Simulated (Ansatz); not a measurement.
Ansatz (a quantum-chemistry and plane-wave program) input (HF/3-21G): The .json file is the Basis Set Exchange's 3-21G.

Ansatz 0.2 input:
```yaml
crystal:
  periodic: [false, false, false]
  atoms:
    - {symbol: C, position_ang: [-1.81825936, 0.42545003, -0.32838377]}
    - {symbol: C, position_ang: [-0.59012128, -0.51574929, -0.20122767]}
    - {symbol: B, position_ang: [0.62100235, 0.13656095, 0.58664176]}
    - {symbol: N, position_ang: [1.98114904, 0.02436558, 0.26987056]}
    - {symbol: H, position_ang: [-1.56084850, 1.32556319, -0.87634617]}
    - {symbol: H, position_ang: [-2.63192772, -0.06454055, -0.85176701]}
    - {symbol: H, position_ang: [-2.17189807, 0.72150247, 0.65238217]}
    - {symbol: H, position_ang: [-0.28320402, -0.84383711, -1.19573864]}
    - {symbol: H, position_ang: [-0.89858364, -1.41427743, 0.33475013]}
    - {symbol: H, position_ang: [2.70200479, 0.44854480, 0.81859494]}
    - {symbol: H, position_ang: [2.32168582, -0.48452375, -0.52650961]}
basis:
  gaussian:
    orbitals: 3-21G.json
hamiltonian:
  xc: {name: HF}
magnetization: {spin_polarized: true, initial_magnetization: 1}
phonons: {temperatures: {t_min: 298.15, t_max: 298.15, t_step: 100}}
```

Output:

```
Functional definition: HF
integrals: 0.01 GiB planned
705 factors; integrals over basis functions are off by at most 4.9e-4 eV
mean field: 0.15 GiB planned
mean field evaluation 1: about -4298.4717 eV, gradient 2.0e1 eV
mean field evaluation 2: about -4298.6650 eV, gradient 2.0e1 eV
mean field evaluation 4: about -4301.0084 eV, gradient 2.4e0 eV
mean field evaluation 8: about -4301.0813 eV, gradient 2.0e-1 eV
mean field -4301.08254421 eV, -158.0618681214 hartree, gradient 2.5e-5 eV, S^2 0.756468; 0 other end points of the search recorded, 0 dependent functions left out
the calculation of the forces begins
reference -4301.08254421 eV, -158.0618681214 hartree; 16, 15 occupied and 34, 35 virtual orbitals, 705 factors
these checks for a lower state are left out or cut short: stability, starts, cluster_reference, orbital_swaps, neighbouring_geometries, increment
integrals: 0.01 GiB planned
705 factors; integrals over basis functions are off by at most 4.9e-4 eV
mean field: 0.15 GiB planned
mean field evaluation 16: about -4301.0823 eV, gradient 1.2e-1 eV
mean field -4301.08238396 eV, -158.0618622321 hartree, gradient 2.4e-6 eV, S^2 0.756469; 0 other end points of the search recorded, 0 dependent functions left out
the calculation of the forces begins
reference -4301.08238396 eV, -158.0618622321 hartree; 16, 15 occupied and 34, 35 virtual orbitals, 705 factors
these checks for a lower state are left out or cut short: stability, starts, cluster_reference, orbital_swaps, neighbouring_geometries, increment
integrals: 0.01 GiB planned
705 factors; integrals over basis functions are off by at most 4.9e-4 eV
mean field: 0.15 GiB planned
mean field -4301.08237659 eV, -158.0618619613 hartree, gradient 2.4e-6 eV, S^2 0.756467; 0 other end points of the search recorded, 0 dependent functions left out
the calculation of the forces begins
reference -4301.08237659 eV, -158.0618619613 hartree; 16, 15 occupied and 34, 35 virtual orbitals, 705 factors
these checks for a lower state are left out or cut short: stability, starts, cluster_reference, orbital_swaps, neighbouring_geometries, increment
integrals: 0.01 GiB planned
705 factors; integrals over basis functions are off by at most 4.9e-4 eV
mean field: 0.15 GiB planned
mean field evaluation 32: about -4301.0824 eV, gradient 2.6e-6 eV
mean field -4301.08236551 eV, -158.0618615540 hartree, gradient 2.6e-6 eV, S^2 0.756468; 0 other end points of the search recorded, 0 dependent functions left out
the calculation of the forces begins
reference -4301.08236551 eV, -158.0618615540 hartree; 16, 15 occupied and 34, 35 virtual orbitals, 705 factors
these checks for a lower state are left out or cut short: stability, starts, cluster_reference, orbital_swaps, neighbouring_geometries, increment
integrals: 0.01 GiB planned
705 factors; integrals over basis functions are off by at most 4.9e-4 eV
mean field: 0.15 GiB planned
mean field -4301.08237144 eV, -158.0618617720 hartree, gradient 2.7e-6 eV, S^2 0.756469; 0 other end points of the search recorded, 0 dependent functions left out
the calculation of the forces begins
reference -4301.08237144 eV, -158.0618617720 hartree; 16, 15 occupied and 34, 35 virtual orbitals, 705 factors
these checks for a lower state are left out or cut short: stability, starts, cluster_reference, orbital_swaps, neighbouring_geometries, increment
integrals: 0.01 GiB planned
705 factors; integrals over basis functions are off by at most 4.9e-4 eV
mean field: 0.15 GiB planned
mean field -4301.08235035 eV, -158.0618609970 hartree, gradient 1.7e-6 eV, S^2 0.756466; 0 other end points of the search recorded, 0 dependent functions left out
the calculation of the forces begins
reference -4301.08235035 eV, -158.0618609970 hartree; 16, 15 occupied and 34, 35 virtual orbitals, 705 factors
these checks for a lower state are left out or cut short: stability, starts, cluster_reference, orbital_swaps, neighbouring_geometries, increment
integrals: 0.01 GiB planned
705 factors; integrals over basis functions are off by at most 4.8e-4 eV
mean field: 0.15 GiB planned
mean field -4301.08234985 eV, -158.0618609788 hartree, gradient 2.7e-6 eV, S^2 0.756470; 0 other end points of the search recorded, 0 dependent functions left out
the calculation of the forces begins
reference -4301.08234985 eV, -158.0618609788 hartree; 16, 15 occupied and 34, 35 virtual orbitals, 705 factors
these checks for a lower state are left out or cut short: stability, starts, cluster_reference, orbital_swaps, neighbouring_geometries, increment
integrals: 0.01 GiB planned
705 factors; integrals over basis functions are off by at most 4.9e-4 eV
mean field: 0.15 GiB planned
mean field -4301.08240171 eV, -158.0618628844 hartree, gradient 4.9e-6 eV, S^2 0.756470; 0 other end points of the search recorded, 0 dependent functions left out
[...]
these checks for a lower state are left out or cut short: stability, starts, cluster_reference, orbital_swaps, neighbouring_geometries, increment
integrals: 0.01 GiB planned
705 factors; integrals over basis functions are off by at most 4.9e-4 eV
mean field: 0.15 GiB planned
mean field -4301.08245550 eV, -158.0618648611 hartree, gradient 1.7e-6 eV, S^2 0.756473; 0 other end points of the search recorded, 0 dependent functions left out
the calculation of the forces begins
reference -4301.08245550 eV, -158.0618648611 hartree; 16, 15 occupied and 34, 35 virtual orbitals, 705 factors
these checks for a lower state are left out or cut short: stability, starts, cluster_reference, orbital_swaps, neighbouring_geometries, increment
integrals: 0.01 GiB planned
705 factors; integrals over basis functions are off by at most 4.9e-4 eV
mean field: 0.15 GiB planned
mean field -4301.08245223 eV, -158.0618647410 hartree, gradient 1.8e-6 eV, S^2 0.756464; 0 other end points of the search recorded, 0 dependent functions left out
the calculation of the forces begins
reference -4301.08245223 eV, -158.0618647410 hartree; 16, 15 occupied and 34, 35 virtual orbitals, 705 factors
these checks for a lower state are left out or cut short: stability, starts, cluster_reference, orbital_swaps, neighbouring_geometries, increment
integrals: 0.01 GiB planned
705 factors; integrals over basis functions are off by at most 4.9e-4 eV
mean field: 0.15 GiB planned
mean field -4301.08251122 eV, -158.0618669090 hartree, gradient 3.0e-6 eV, S^2 0.756471; 0 other end points of the search recorded, 0 dependent functions left out
the calculation of the forces begins
reference -4301.08251122 eV, -158.0618669090 hartree; 16, 15 occupied and 34, 35 virtual orbitals, 705 factors
these checks for a lower state are left out or cut short: stability, starts, cluster_reference, orbital_swaps, neighbouring_geometries, increment
integrals: 0.01 GiB planned
705 factors; integrals over basis functions are off by at most 4.9e-4 eV
mean field: 0.15 GiB planned
mean field -4301.08250848 eV, -158.0618668081 hartree, gradient 2.9e-6 eV, S^2 0.756465; 0 other end points of the search recorded, 0 dependent functions left out
the calculation of the forces begins
reference -4301.08250848 eV, -158.0618668081 hartree; 16, 15 occupied and 34, 35 virtual orbitals, 705 factors
these checks for a lower state are left out or cut short: stability, starts, cluster_reference, orbital_swaps, neighbouring_geometries, increment
integrals: 0.01 GiB planned
705 factors; integrals over basis functions are off by at most 4.9e-4 eV
mean field: 0.15 GiB planned
mean field -4301.08248941 eV, -158.0618661074 hartree, gradient 2.6e-6 eV, S^2 0.756472; 0 other end points of the search recorded, 0 dependent functions left out
the calculation of the forces begins
reference -4301.08248941 eV, -158.0618661074 hartree; 16, 15 occupied and 34, 35 virtual orbitals, 705 factors
these checks for a lower state are left out or cut short: stability, starts, cluster_reference, orbital_swaps, neighbouring_geometries, increment
integrals: 0.01 GiB planned
705 factors; integrals over basis functions are off by at most 4.9e-4 eV
mean field: 0.15 GiB planned
mean field evaluation 384: about -4300.8541 eV, gradient 4.9e-1 eV
mean field -4301.08248446 eV, -158.0618659253 hartree, gradient 2.7e-6 eV, S^2 0.756465; 0 other end points of the search recorded, 0 dependent functions left out
the calculation of the forces begins
reference -4301.08248446 eV, -158.0618659253 hartree; 16, 15 occupied and 34, 35 virtual orbitals, 705 factors
these checks for a lower state are left out or cut short: stability, starts, cluster_reference, orbital_swaps, neighbouring_geometries, increment
integrals: 0.01 GiB planned
705 factors; integrals over basis functions are off by at most 4.9e-4 eV
mean field: 0.15 GiB planned
mean field -4301.08251457 eV, -158.0618670321 hartree, gradient 1.7e-6 eV, S^2 0.756479; 0 other end points of the search recorded, 0 dependent functions left out
the calculation of the forces begins
reference -4301.08251457 eV, -158.0618670321 hartree; 16, 15 occupied and 34, 35 virtual orbitals, 705 factors
these checks for a lower state are left out or cut short: stability, starts, cluster_reference, orbital_swaps, neighbouring_geometries, increment
integrals: 0.01 GiB planned
705 factors; integrals over basis functions are off by at most 4.9e-4 eV
mean field: 0.15 GiB planned
mean field -4301.08250220 eV, -158.0618665775 hartree, gradient 1.7e-6 eV, S^2 0.756458; 0 other end points of the search recorded, 0 dependent functions left out
the calculation of the forces begins
reference -4301.08250220 eV, -158.0618665775 hartree; 16, 15 occupied and 34, 35 virtual orbitals, 705 factors
these checks for a lower state are left out or cut short: stability, starts, cluster_reference, orbital_swaps, neighbouring_geometries, increment
integrals: 0.01 GiB planned
705 factors; integrals over basis functions are off by at most 4.9e-4 eV
mean field: 0.15 GiB planned
mean field -4301.08249753 eV, -158.0618664058 hartree, gradient 1.2e-6 eV, S^2 0.756458; 0 other end points of the search recorded, 0 dependent functions left out
the calculation of the forces begins
reference -4301.08249753 eV, -158.0618664058 hartree; 16, 15 occupied and 34, 35 virtual orbitals, 705 factors
these checks for a lower state are left out or cut short: stability, starts, cluster_reference, orbital_swaps, neighbouring_geometries, increment
integrals: 0.01 GiB planned
705 factors; integrals over basis functions are off by at most 4.9e-4 eV
mean field: 0.15 GiB planned
mean field -4301.08250548 eV, -158.0618666979 hartree, gradient 1.2e-6 eV, S^2 0.756478; 0 other end points of the search recorded, 0 dependent functions left out
the calculation of the forces begins
reference -4301.08250548 eV, -158.0618666979 hartree; 16, 15 occupied and 34, 35 virtual orbitals, 705 factors
these checks for a lower state are left out or cut short: stability, starts, cluster_reference, orbital_swaps, neighbouring_geometries, increment
integrals: 0.01 GiB planned
705 factors; integrals over basis functions are off by at most 4.9e-4 eV
mean field: 0.15 GiB planned
mean field evaluation 416: about -4301.0824 eV, gradient 4.0e-5 eV
mean field -4301.08244033 eV, -158.0618643038 hartree, gradient 1.5e-6 eV, S^2 0.756453; 0 other end points of the search recorded, 0 dependent functions left out
the calculation of the forces begins
reference -4301.08244033 eV, -158.0618643038 hartree; 16, 15 occupied and 34, 35 virtual orbitals, 705 factors
these checks for a lower state are left out or cut short: stability, starts, cluster_reference, orbital_swaps, neighbouring_geometries, increment
integrals: 0.01 GiB planned
705 factors; integrals over basis functions are off by at most 4.9e-4 eV
mean field: 0.15 GiB planned
mean field -4301.08245420 eV, -158.0618648135 hartree, gradient 1.4e-6 eV, S^2 0.756484; 0 other end points of the search recorded, 0 dependent functions left out
the calculation of the forces begins
reference -4301.08245420 eV, -158.0618648135 hartree; 16, 15 occupied and 34, 35 virtual orbitals, 705 factors
Total energy: -4301.08254421 eV, -158.0618681214 hartree
Atom 0 at    -1.818259     0.425450    -0.328384 Å, force     0.001460    -0.001105     0.000267 eV/Å
Atom 1 at    -0.590121    -0.515749    -0.201228 Å, force    -0.000308     0.002022    -0.000325 eV/Å
Atom 2 at     0.621002     0.136561     0.586642 Å, force    -0.002255     0.000038     0.000065 eV/Å
Atom 3 at     1.981149     0.024366     0.269871 Å, force    -0.001594     0.000336     0.001381 eV/Å
Atom 4 at    -1.560849     1.325563    -0.876346 Å, force    -0.000212    -0.000162    -0.000085 eV/Å
Atom 5 at    -2.631928    -0.064541    -0.851767 Å, force    -0.000282     0.000147     0.000232 eV/Å
Atom 6 at    -2.171898     0.721502     0.652382 Å, force     0.000215     0.000117    -0.000035 eV/Å
Atom 7 at    -0.283204    -0.843837    -1.195739 Å, force    -0.000555    -0.000166    -0.000096 eV/Å
Atom 8 at    -0.898584    -1.414277     0.334750 Å, force     0.000472    -0.000200     0.000267 eV/Å
Atom 9 at     2.702005     0.448545     0.818595 Å, force     0.000568     0.000572     0.000983 eV/Å
Atom 10 at     2.321686    -0.484524    -0.526510 Å, force     0.002491    -0.001599    -0.002653 eV/Å
Dipole moment:     0.344066    -0.089411    -0.145523 e Å
Vibrations: 50.84 226.67 280.27 402.17 582.47 781.61 822.52 836.63 1021.31 1060.65 1120.21 1217.54 1386.04 1401.85 1487.58 1572.93 1618.47 1675.41 1679.62 1812.82 3139.85 3171.76 3192.92 3246.02 3256.87 3687.58 3801.67 cm⁻¹, zero-point energy 2.760774 eV
```

The blocks after the first are displaced geometries, from whose forces the wavenumbers follow.
